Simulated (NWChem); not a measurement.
System: CuH₃O; SMILES [OH2]->[CuH]

The following NWChem deck was run.

```
start job
memory heap 200 mb stack 900 mb global 1100 mb
geometry units angstroms noautosym nocenter noautoz
  Cu     0.014362    -0.535711     0.000000
  H     -0.011611    -2.020307     0.000000
  O      0.013032     1.454110     0.000000
  H     -0.430721     1.832457    -0.769982
  H     -0.430721     1.832457     0.769982
end
basis spherical
  * library 6-31g*
end
dft
  xc pbe0
  iterations 150
end
property
  efieldgrad
end
task dft property
```

NWChem printed, in part:

```
             Northwest Computational Chemistry Package (NWChem) 7.3.0
             --------------------------------------------------------

                             Geometry "geometry" -> ""
                             -------------------------

 Output coordinates in angstroms (scale by  1.889725989 to convert to a.u.)

  No.       Tag          Charge          X              Y              Z
 ---- ---------------- ---------- -------------- -------------- --------------
    1 Cu                  29.0000     0.01436200    -0.53571100     0.00000000
    2 H                    1.0000    -0.01161100    -2.02030700     0.00000000
    3 O                    8.0000     0.01303200     1.45411000     0.00000000
    4 H                    1.0000    -0.43072100     1.83245700    -0.76998200
    5 H                    1.0000    -0.43072100     1.83245700     0.76998200

 Effective nuclear repulsion energy (a.u.)      94.7626331793

                              NWChem Property Module
                              ----------------------

  itol2e modified to match energy
  convergence criterion.

                                 NWChem DFT Module
                                 -----------------

 Summary of "ao basis" -> "ao basis" (spherical)
 ------------------------------------------------------------------------------
       Tag                 Description            Shells   Functions and Types
 ---------------- ------------------------------  ------  ---------------------
 Cu                          6-31g*                 12       34   5s4p2d1f
 H                           6-31g*                  2        2   2s
 O                           6-31g*                  6       14   3s2p1d

  itol2e modified to match energy
  convergence criterion.

            General Information
            -------------------
          SCF calculation type: DFT
          Wavefunction type:  closed shell.
          No. of atoms     :     5
          No. of electrons :    40
           Alpha electrons :    20
            Beta electrons :    20
          Charge           :     0
          Spin multiplicity:     1
          Use of symmetry is: off; symmetry adaption is: off
          Maximum number of iterations: 150
          AO basis - number of functions:    54
                     number of shells:    24
          Convergence on energy requested:  1.00D-07
          Convergence on density requested:  1.00D-05
          Convergence on gradient requested:  5.00D-04

[...]

          -----------------------
          Electric field gradient
          -----------------------

 1 a.u. = 0.324123 10**(16) esu/cm**3  ( or statvolts/cm**2 ) = 0.97174 10**(22) v/m**2

 ------------------------------------------------------------
   Atom      X         Y         Z
 ------------------------------------------------------------
    1 Cu   0.02714  -1.01235   0.00000
 ------------------------------------------------------------

 Electric field gradient in molecular frame (a.u.)
         XX             YY             ZZ             XY             XZ             YZ
 ------------------------------------------------------------------------------------------
        0.611134      -1.085576       0.474442      -0.012473       0.000000      -0.000000

 Principal components (a.u.) and orientation
 of principal axis w.r.t. absolute frame                      Asymmetry parameter eta
 --------------------------------------------------------------------------------------
       -1.085668       0.611226       0.474442                       0.125991

        0.007351       0.999973      -0.000000
        0.999973      -0.007351      -0.000000
        0.000000       0.000000       1.000000

 ------------------------------------------------------------
   Atom      X         Y         Z
 ------------------------------------------------------------
    2 H   -0.02194  -3.81783   0.00000
 ------------------------------------------------------------

 Electric field gradient in molecular frame (a.u.)
         XX             YY             ZZ             XY             XZ             YZ
 ------------------------------------------------------------------------------------------
        0.053806      -0.106873       0.053067      -0.002677      -0.000000      -0.000000

 Principal components (a.u.) and orientation
 of principal axis w.r.t. absolute frame                      Asymmetry parameter eta
 --------------------------------------------------------------------------------------
       -0.106918       0.053851       0.053067                       0.007329

        0.016656       0.999861       0.000000
        0.999861      -0.016656      -0.000000
        0.000000      -0.000000       1.000000

 ------------------------------------------------------------
   Atom      X         Y         Z
 ------------------------------------------------------------
    3 O    0.02463   2.74787   0.00000
 ------------------------------------------------------------

 Electric field gradient in molecular frame (a.u.)
         XX             YY             ZZ             XY             XZ             YZ
 ------------------------------------------------------------------------------------------
        0.799507       0.561494      -1.361001       0.905040       0.000000      -0.000000

 Principal components (a.u.) and orientation
 of principal axis w.r.t. absolute frame                      Asymmetry parameter eta
 --------------------------------------------------------------------------------------
        1.593331      -1.361001      -0.232330                       0.708372

        0.751788      -0.000000      -0.659405
        0.659405       0.000000       0.751788
        0.000000       1.000000      -0.000000

 ------------------------------------------------------------
   Atom      X         Y         Z
 ------------------------------------------------------------
    4 H   -0.81394   3.46284  -1.45505
 ------------------------------------------------------------

[...]
```

Level: PBE0/6-31G* (spherical d). Structure relaxed at the PBE0/def2-SVP level. NWChem prints the field gradient with the sign opposite to the second derivative of the potential.
